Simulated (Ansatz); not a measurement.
Species: sum formula Si2N2H7, net charge 0, doublet state. It need not be the lowest isomer of its formula. 
Structure (B3LYP-D3(BJ)/def2-TZVP (Ansatz, a program for electronic structure) minimum search):
SMILES: N[SiH2]N[SiH2]
```xyz
11

N     -2.2918    -0.4825    -0.1587
Si    -0.9725     0.5782     0.1170
N      0.4667    -0.3211     0.4625
Si     2.0212    -0.2493    -0.3015
H     -3.2173    -0.2454     0.1594
H     -2.3137    -1.1284    -0.9315
H     -1.4136     1.4239     1.2517
H     -0.5866     1.4430    -1.0237
H      0.3536    -1.0623     1.1434
H      2.1981     1.1175    -0.8619
H      3.0738    -0.5283     0.7189
```
Charge 0, spin multiplicity 2.

Total electronic energies in hartree. Cores are frozen in the correlated levels unless marked. Open shells are spin-unrestricted. Spin-orbit coupling is left out. No relativistic terms. CBS marks a two-point X^-3 extrapolation of the correlation energy; Hartree-Fock from the larger set. [CCSD(T)-MP2]/basis is that difference in the basis named.

```tsv
level	program	energy (Eh)
HF/aug-cc-pV(D+d)Z	Ansatz	-690.90832
HF/cc-pV(Q+d)Z	Ansatz	-690.98292
SVWN5/def2-TZVPD	Ansatz	-689.54522
PBE-D3(BJ)/def2-TZVPD	Ansatz + dftd3	-692.36007
revPBE-D3(BJ)/def2-TZVPD	Ansatz + dftd3	-692.65663
PBE0-D3(BJ)/def2-TZVPD	Ansatz + dftd3	-692.42799
BHLYP-D3(BJ)/def2-TZVPD	Ansatz + dftd3	-692.74861
BHLYP-D4/def2-TZVPD	Ansatz + dftd4	-692.74668
BHLYP/def2-TZVPD	Ansatz	-692.73518
HSE06-D4/def2-TZVPD	Ansatz + dftd4	-692.40782
HSE06/def2-TZVPD	Ansatz	-692.40064
LC-wPBE-D4/def2-TZVPD	Ansatz + dftd4	-692.56002
LC-wPBE/def2-TZVPD	Ansatz	-692.54986
MP2/aug-cc-pV(D+d)Z	Ansatz	-691.46673
MP2/aug-cc-pV(T+d)Z	Ansatz	-691.64063
RI-MP2/aug-cc-pV(T+d)Z	Ansatz	-691.64039
SCS-MP2/aug-cc-pV(T+d)Z	Ansatz	-691.64853
SCS-MP2/cc-pwCVTZ	Ansatz	-691.64193
CCSD/STO-3G	Ansatz	-682.96183
CCSD/cc-pwCVTZ	Ansatz	-691.67907
CCSD(T)/aug-cc-pV(T+d)Z	Ansatz	-691.71324
RI-MP2/CBS(cc-pV(T+d)Z,cc-pV(Q+d)Z)+[CCSD(T)-MP2]/cc-pV(T+d)Z	Ansatz	-691.7941
CCSD(T)/CBS(cc-pV(T+d)Z,cc-pV(Q+d)Z)	Ansatz	-691.7869
```

Totals of different functionals don't rank their quality; only differences between species are comparable.
